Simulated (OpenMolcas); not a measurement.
## Ne³⁺: effect of the active space

```yaml
Program: OpenMolcas 26.06
Method: CASSCF or its RAS form
Basis: ANO-R2
Scalar_Hamiltonian: X2C, finite nucleus
Spin-orbit_coupling: RASSI with atomic mean-field integrals over the reference wave functions, term energies averaged over their components
```

A. 3 electrons in 3 orbitals (2p); 2S+1 = 4 odd, 1 root; 2S+1 = 2 odd, 8 roots; cost about 5 core-seconds
B. 5 electrons in 4 orbitals (2s 2p); 2S+1 = 4 odd, 1 root; 2S+1 = 2 odd, 8 roots; 2S+1 = 4 even, 3 roots; 2S+1 = 2 even, 6 roots; cost about 18 core-seconds
C. 5 electrons in 8 orbitals (2s 2p 3s 3p); 2S+1 = 4 odd, 1 root; 2S+1 = 2 odd, 8 roots; 2S+1 = 4 even, 3 roots; 2S+1 = 2 even, 6 roots; cost roughly 30 core-seconds
D. 5 electrons in 9 orbitals (RAS2 2s 2p; RAS3 3d, at most 2 electrons); 2S+1 = 4 odd, 1 root; 2S+1 = 2 odd, 8 roots; 2S+1 = 4 even, 3 roots; 2S+1 = 2 even, 6 roots; cost of the order of 40 core-seconds

Energies in eV above 2s² 2p³ ⁴S°_3/2.

```
          Level       A       B       C       D
2s² 2p³ ⁴S°_3/2  0.0000  0.0000  0.0000  0.0000
2s² 2p³ ²D°_3/2  5.5889  5.5874  5.6305  5.4812
2s² 2p³ ²D°_5/2  5.5912  5.5913  5.6361  5.4843
2s² 2p³ ²P°_1/2  9.2804  7.7680  7.6937  8.2096
2s² 2p³ ²P°_3/2  9.2835  7.7694  7.6989  8.2103
```

Among A to D the level of the table that moves most is 2s² 2p³ ²P°_1/2, by 13000 cm-1 (lowest in C, highest in A).

With the s shell closed, the reference lacks s² → p² mixing (holds for A). Active for correlation alone: 3p 3s; no level in the range computed is led by a configuration that fills them, so any true level of that kind is missing (holds for C). Active for correlation alone: 3d; no level in the range computed is led by a configuration that fills it, so any true level of that kind is missing (holds for D). Only configurations of the active space appear. Levels that lie high or do not pair safely by name in every column are left out.

° marks odd parity.
